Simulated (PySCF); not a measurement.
A side-by-side comparison of computed properties.

First species: C₃H₉FN₂Si.
SMILES: `N[Si]1(N)CC[C@@H]1F`

Second species: C4H10O3Si.
Cartesian coordinates in Å at the GFN2-xTB level; atoms count from 1:
```
atom  x, y, z in Å
C1     2.7982   -0.4143   -0.7487
O2     1.7473   -0.5022    0.2108
C3     0.6166    0.1219   -0.1019
O4     0.4455    0.7479   -1.1146
C5    -0.4542   -0.0730    0.9562
C6    -0.9816   -1.5094    0.8347
O7    -1.4747    0.8420    0.8147
Si8   -1.9726    1.6765   -0.4974
H9     3.6348   -0.9672   -0.3301
H10    2.4813   -0.8528   -1.6967
H11    3.0702    0.6293   -0.9162
H12    0.0041    0.0665    1.9462
H13   -1.3914   -1.6604   -0.1615
H14   -0.1816   -2.2222    1.0140
H15   -1.7747   -1.6586    1.5626
H16   -1.1244    2.8188   -0.8224
H17   -3.2287    2.1302    0.0966
H18   -2.2228    0.8335   -1.6646
```

Levels: PBE0/pcSseg-1 for dipole moment, HOMO energy, LUMO energy and HOMO–LUMO gap; GFN2-xTB for rotational constant A and rotational constant C. Geometries: GFN2-xTB. Each structure is a single optimised conformer of the isolated species, non-relativistic unless stated. Electronic properties by PySCF.

Dipoles, sizes and rotational constants follow the conformer. The torsions of the flexible species, by atom-mapped SMILES:
- `[NH2:1][Si:2]1([NH2:3])[CH2:4][CH2:5][C@@H:6]1[F:7]`: H–N1–Si2–N3 -172°, H–N1–Si2–N3 -38°, H–N3–Si2–N1 -40°, H–N3–Si2–N1 -177°
- `[CH3:1][O:2][C:3](=[O:4])[C@H:5]([CH3:6])[O:7][SiH3:8]`: C1–O2–C3–O4 -1°, O2–C3–C5–C6 -74°, C3–C5–O7–Si8 24°

```csv
property,column X,column Y
dipole moment,3.51 D,2.20 D
HOMO energy,-7.90 eV,-6.82 eV
LUMO energy,-0.09 eV,0.95 eV
HOMO–LUMO gap,7.81 eV,7.77 eV
rotational constant A,2.984 GHz,2.781 GHz
rotational constant C,0.911 GHz,1.536 GHz
```

Q: Which column belongs to which species?

A: Column X is the second species and column Y the first. The first has 16 atoms and 64 electrons, the second 18 and 72.

Q: How does each property change from the first species to the second?

A: dipole moment +1.31 D; HOMO energy -1.08 eV; LUMO energy -1.04 eV; HOMO–LUMO gap +0.04 eV; rotational constant A +0.203 GHz; rotational constant C -0.625 GHz.

On the first: In atomic units the dipole is 0.87 e·bohr (1 au = 2.5417 D).

On the second: A dipole of 3.51 D is allowed in C1, and pure rotational transitions are dipole-allowed. The dipole equals about 11.7 × 10⁻³⁰ C·m (1 D = 3.33564 × 10⁻³⁰ C·m).
